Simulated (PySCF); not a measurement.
# How methods differ on the ionisation energy of Sr⁺

Sr⁺ [Kr] 5s1 (2S) → Sr²⁺ [Kr] (1S), as a difference of total energies. Computed with PySCF 2.14 in aug-cc-pwCVTZ-X2C (10s9p7d3f, 93 functions), with the spin-free X2C one-electron Hamiltonian (Gaussian nucleus). Correlated levels: valence and next inner shell: [Ar] 3d10 frozen. The calculations carry no spin-orbit coupling.

```tsv
method	ionisation energy (eV)	error (eV)
UHF	10.446	-0.584
MP2 (valence and next inner shell)	10.966	-0.064
SCS-MP2 (valence and next inner shell)	10.865	-0.165
CCSD (valence and next inner shell)	10.938	-0.092
CCSD(T) (valence and next inner shell)	10.974	-0.056
```

Reference: 11.030 eV (measured; NIST Atomic Spectra Database, ionization energies).

Errors of the correlated levels include the incompleteness of this basis and the frozen core.
